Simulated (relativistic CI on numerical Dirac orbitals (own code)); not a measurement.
## W⁴⁺: L2,3 absorption edge

Computed with this model: Dirac-Coulomb-Breit CI, separate exchange-only KLI orbitals for each configuration, model QED, valence Slater integrals scaled by 0.7, multiplet model of core-to-valence dipole absorption; configurations [Xe] 4f14 5d2 → [He] 2s2 2p5 3s2 3p6 3d10 4s2 4p6 4d10 4f14 5s2 5p6 5d3; 300 K; Lorentzian 3 eV and Gaussian 1 eV FWHM. Energies are those of the free ion, without screening or charge transfer. The branching ratio is the share of the lower-energy edge in the whole absorption, uncertain by about 0.02 where the edges overlap. S is read from ⟨S²⟩ = S(S + 1).

free ion: ground-state S = 0.94, centroid 10457.48 eV, branching ratio 0.813. Peaks (eV, height): 10207.0 (100), 11544.5 (22).

The statistical ratio of this edge is 2/3 = 0.667. Values above it arise where the holes sit mainly in the j = l + 1/2 valence subshell or the ground state has high spin; values below it where core-valence Coulomb terms move weight to the upper edge, as in nearly empty shells. At deep edges of heavy elements the radial integrals of the two core levels differ, which raises the baseline.

Strongest unbroadened transitions for free ion:

```
Energy (eV)  Relative strength
   10205.24                9.9
   10205.29                3.9
   10205.81                6.3
   10205.92               32.8
   10205.97               15.1
   10206.35               11.1
   10206.58               50.0
   10206.63               29.0
   10206.84                7.4
   10206.87                5.5
   10206.98              100.0
   10207.07               63.4
   10207.47               34.3
   10207.69               66.9
   11543.99               38.9
   11544.16               36.1
   11545.43                9.5
   11545.44                5.3
```
